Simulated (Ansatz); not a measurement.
A nudged elastic band was laid between two geometries of ClH₅InNOSi (10 atoms, charge 0, multiplicity 1).

The calculation used RKS PBE0-D4/def2-SVP (Ansatz).

```json
{
 "movable images": "5",
 "climbing image": "yes",
 "spring": "5.0 eV/Å²",
 "optimiser": "quadratic models (default)",
 "start path": "through a guess of the saddle point",
 "force threshold": "0.03 eV/Å",
 "iteration limit": "60",
 "end points": "relaxed"
}
```

First end point:

```xyz
10
Properties=species:S:1:pos:R:3
N -1.499 1.712 1.770
In -0.061 0.997 0.560
Cl 1.793 2.259 -0.105
O -0.250 -0.774 -0.312
Si 0.614 -1.681 -1.393
H -1.197 2.427 2.427
H -2.038 1.005 2.265
H -0.189 -2.890 -1.747
H 1.920 -2.133 -0.815
H 0.907 -0.921 -2.650
```

Last end point:

```xyz
10
Properties=species:S:1:pos:R:3
N -1.188 0.790 1.535
In 0.321 0.593 0.171
Cl 1.439 2.367 -0.871
O -0.547 -0.719 -1.400
Si 0.807 -1.913 -1.080
H -1.353 1.766 1.782
H -0.982 0.299 2.405
H -1.433 -1.059 -1.220
H 1.118 -1.148 0.418
H 1.818 -0.976 -1.740
```

Q: Which bonds break or form, and what moves?

A: Bonds broken: Si5–H8. Bonds formed: In2–Si5, In2–H9, O4–H8.

Q: What energy profile does the band end with?

A: The run converged. The highest image is number 4 of 0 to 6, 295.1 kJ/mol above the first end and 169.0 kJ/mol above the last; the last end lies 126.1 kJ/mol above the first. Neighbouring images differ by up to 1.6 eV, so the band resolves the path poorly. A vibrational analysis at the climbing image gives one clearly imaginary mode, 1514i cm⁻¹: a first-order saddle point. The orbitals stay closed-shell, which can raise the energy where a bond breaks towards radicals; this wasn't checked here.

```tsv
image	path coordinate (Å)	energy (kJ/mol)	Si5–H8 (Å)	In2–Si5 (Å)	In2–H9 (Å)
0	0.00	0.0	1.49	3.38	3.95
1	0.54	1.1	1.49	3.46	4.19
2	1.08	22.6	1.49	3.50	4.32
3	1.62	143.8	1.50	3.52	4.27
4	2.16	295.1	1.65	3.68	4.22
5	4.31	183.2	2.40	3.07	2.30
6	6.47	126.1	2.40	2.84	1.93
```

Q: What is the geometry of the highest image?

A: 
```xyz
10
Properties=species:S:1:pos:R:3
N -1.628 1.584 1.651
In -0.061 0.930 0.552
Cl 1.704 2.335 -0.101
O -0.040 -0.900 -0.365
Si 0.829 -1.922 -1.592
H -1.413 2.355 2.280
H -2.127 0.865 2.169
H -0.600 -1.914 -0.774
H 2.184 -2.275 -1.035
H 1.152 -1.058 -2.784
```

The band took 29 iterations and of the order of 11 core-minutes.

Time of the run: 5.7 min on 2 threads of INTEL(R) XEON(R) PLATINUM 8581C CPU @ 2.30GHz (Emerald Rapids), with other jobs on the host, peak memory 0.33 GiB.
